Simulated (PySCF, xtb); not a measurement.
C₂H₅FN₂Si, SMILES N1[C@@H]([Si@H](N)C=1)F.

GFN2-xTB (xtb) at its own geometry gives an orbital gap of 2.66 eV and a dipole moment of 4.50 D.

Geometry optimised at B3LYP-D3(BJ)/def2-SVP. The structure was generated by enumeration; whether it is a known compound was not checked. Other conformers were not sampled.

Task: What does ωB97X/def2-TZVP (PySCF) give? (An estimate is asked for; the answer gives what the named calculation found.)

Result: gap 10.63 eV (levels -9.47 and 1.16 eV), dipole 3.48 D.
